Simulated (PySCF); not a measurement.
Working with the constants of NaPb

UHF-CCSD(T) constants of NaPb, ⁴Σ⁻ (quartet), unpaired electrons σ ↑, π ↑↑ (basis Na cc-pVDZ, Pb cc-pVDZ-PP with ECP60; scalar-relativistic core potentials; PySCF 2.14; masses 22.9898 and 207.9766 u):

| Item | Value |
| --- | --- |
| ωe | 171.7 cm⁻¹ |
| ωexe | 0.599 cm⁻¹ |
| Be | 0.090025 cm⁻¹ |
| αe | 0.000487 cm⁻¹ |
| D (centrifugal) | 9.9e-08 cm⁻¹ |
| De to Na + Pb | 1.05 eV |

Question: Give the vibrational terms G(v) and spacings up to v = 6.

Answer: G(v) = ωe(v+½) − ωexe(v+½)².

| v | G(v) (cm⁻¹) | G(v) − G(v−1) | Bv (cm⁻¹) |
| --- | --- | --- | --- |
| 0 | 85.7 |  | 0.08978 |
| 1 | 256.2 | 170.5 | 0.08929 |
| 2 | 425.5 | 169.3 | 0.08881 |
| 3 | 593.6 | 168.1 | 0.08832 |
| 4 | 760.5 | 166.9 | 0.08783 |
| 5 | 926.2 | 165.7 | 0.08735 |
| 6 | 1090.7 | 164.5 | 0.08686 |

Question: How well does the Morse estimate ωe²/(4ωexe) reproduce De, and what is D0?

Answer: It gives 1.53 eV, 145 % of the computed De. D0 = De − G(0) = 1.05 − 0.01 = 1.04 eV.

Correlated steps freeze 5 core orbitals. Correlated levels converge slowly with the basis: in double zeta they bind strong bonds too weakly, by up to about 1 eV, and carry superposition errors of some tenths. Spin–orbit coupling is left out, which matters for elements this heavy, above all for dissociation energies. The state is the lowest determinant that a PBE0 search found; another state may lie lower at other levels.
